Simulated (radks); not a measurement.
Results of a calculation; reference values are marked as such.
Correlation energies from several functionals, in hartree. Species: Hg [Hg]; H 1s1; Bi4+ [Xe] 4f14 5d10 6s1. Code: a radial shooting solver on a logarithmic mesh with Libxc functionals. Model: non-relativistic Kohn-Sham, PBE, spin-polarised, spherical densities, point nucleus. Every spin shell is full or empty, so the densities are truly spherical. Functionals are evaluated on that one density, not self-consistently.

functional       Hg           H     Bi4+
PW92        -8.3220   -0.021956  -8.4690
PZ          -8.3288   -0.022096  -8.4762
Wigner      -4.3261           0  -4.2921
Chachiyo    -8.2303   -0.021983  -8.3800
PBEsol      -5.4878  -0.0076592  -5.5682
OP (B88)    -4.2556           0  -4.3045
revTPSS     -4.9440           0  -5.0148
r2SCAN      -4.9599           0  -5.0075
